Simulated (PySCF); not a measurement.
Stretching EuO

Set-up: PySCF, spin-free X2C with a Gaussian nucleus, basis sets Eu x2c-TZVPall, O x2c-TZVPall. Energies in eV from Eu (4f7 6s2) + O in their ground configurations at the same level. State: octet, about 6.9 electrons in the 4f shell (Mulliken).

```json
{"R (Å)": "1.596", "PBE0": "-3.649"}
{"R (Å)": "1.670", "PBE0": "-4.365"}
{"R (Å)": "1.745", "PBE0": "-4.773"}
{"R (Å)": "1.800", "PBE0": "-4.921"}
{"R (Å)": "1.856", "PBE0": "-4.964"}
{"R (Å)": "1.912", "PBE0": "-4.923"}
{"R (Å)": "1.986", "PBE0": "-4.768"}
{"R (Å)": "2.079", "PBE0": "-4.461"}
{"R (Å)": "2.190", "PBE0": "-3.996"}
{"R (Å)": "2.339", "PBE0": "-3.374"}
```

Task: Put a parabola through the three lowest points of the PBE0 curve and estimate Re, k and ωe (reduced mass 14.48 u; 1 eV/Å² = 0.16022 mdyn/Å; ωe = 1302.8·√(k/μ) cm⁻¹).

Result: Through R = 1.8, 1.856, 1.912 Å the second-order coefficient is 13.4 eV/Å², so Re ≈ 1.857 Å, k ≈ 4.29 mdyn/Å and ωe ≈ 709 cm⁻¹. A polynomial fit of higher order to the unrounded PBE0 energies gives Re = 1.854 Å, k = 4.35 mdyn/Å, ωe = 714 cm⁻¹; anharmonicity and rounding make the difference.

The higher-order fit for each curve: PBE0: Re = 1.854 Å, ωe = 714 cm⁻¹, De = 4.96 eV.

⟨S²⟩ of the unrestricted solution departs from its pure value on part of the curve, where spin states mix. These are scalar-relativistic numbers at best; spin–orbit coupling would shift them, the dissociation energy most. The state is the lowest single determinant that the PBE0 search found; with open d or f shells the true ground state can be another one.
